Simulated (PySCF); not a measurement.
**One molecule, a ladder of functionals, a line**

Molecule: `[SiH3]SBP`, BH6PSSi.

Atoms are numbered as in `[SiH3:1][S:2][BH:3][PH2:4]` (H(Xn): hydrogen on atom n).

GIAO shieldings (ppm, equivalent atoms averaged) in PySCF 2.14.0 with density-fitted response routines on the PBE0-D3(BJ)/def2-SVP geometry, basis pcSseg-2, gas phase, non-relativistic:

```csv
functional,exact exchange (%),σ(Si1),σ(S2),σ(B3)
BLYP,0,373.6,455.1,10.0
BP86,0,384.0,471.3,14.7
PBE,0,386.4,472.1,13.5
B3LYP,20,385.2,486.6,12.9
PBE0,25,400.3,510.8,17.1
mPW1PW91,25,398.4,509.4,17.2
HF,100,436.8,601.5,32.1
```

Task: Fit each shielding as a line in the percentage of exact exchange.

Result: σ(Si1) = 381.4 + 0.56 x (rms 5.1 ppm); σ(S2) = 468.0 + 1.36 x (rms 7.6 ppm); σ(B3) = 12.0 + 0.20 x (rms 1.8 ppm). The functionals also differ in their semilocal parts, which the line can't hold; Hartree–Fock has no correlation at all.

Task: What does the line predict for BHandHLYP (50 %), and what does the run give?

Result: σ(Si1): 409.4 predicted, 403.0 computed; σ(S2): 536.0 predicted, 530.3 computed; σ(B3): 22.0 predicted, 18.5 computed ppm.
